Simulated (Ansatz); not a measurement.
Two isomers of C2H9NOSi: A = `C[SiH2]NCO`, B = `C[Si](C)(N)O`.

Gas-phase electronic energies from Ansatz, PBE0-D4/def2-TZVP geometries. CCSD(T)/CBS adds triple-zeta CCSD(T) − MP2 to the extrapolated MP2 energy (def2 sets, frozen cores). DFT in def2-TZVPP. B3LYP here is the variant with VWN-RPA as its local correlation; programs differ in this. Each species was taken in one conformer, which may not be the lowest.

(1) Which is lower in electronic energy at CCSD(T)/CBS, and by how much? (An estimate is asked.)

(2) Give E(B) − E(A) in kJ/mol with HF/def2-TZVPP, PBE0-D4, PBE-D4, CCSD/def2-TZVPP, B2PLYP, r2SCAN-D4, B3LYP-D4. (Estimate.)

Largest T1 diagnostic: 0.011.

Answers

(1) Computed: B, by 259.2 kJ/mol.

(2) Computed: HF/def2-TZVPP -246.9, PBE0-D4 -247.2, PBE-D4 -240.7, CCSD/def2-TZVPP -253.7, B2PLYP -253.2, r2SCAN-D4 -257.9, B3LYP-D4 -249.6. None reverses the order clearly.

The D4 term adds −3.8 kJ/mol with B3LYP and −2.0 kJ/mol with PBE0; it sums over pairs of atoms, weighted by their polarisabilities, and B3LYP, whose exchange is more repulsive, gets the larger term. In def2-TZVPP, CCSD(T) changes the Hartree–Fock value by −6.3 kJ/mol (the triples alone add +0.6 kJ/mol) and MP2 by −17.1 kJ/mol.
